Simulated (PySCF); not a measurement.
**Electron correlation in Rh (rhodium, neutral)**

[Kr] 4d7 5s2, high-spin 4F determinant (an excited configuration). Computed with PySCF 2.14 in def2-TZVPPD with the def2 core potential (28 electrons), with scalar relativity through the core potential. Frozen: nothing; 17 electrons correlated.

```csv
level,correlation energy (mhartree)
CCSD,-515.58
(T),-16.38
CCSD(T),-531.96
```

Diagnostics: T1 = 0.018, D1 = 0.0830, largest double amplitude 0.069.

Q: Is a single reference adequate?

A: Yes, within this model without spin-orbit coupling: T1 lies below 0.03 and no double amplitude reaches 0.07.

The basis has no tight functions for the innermost shells, so their pair energies are far from complete.

This basis was not built for core-valence correlation, so the inner-shell part is incomplete.
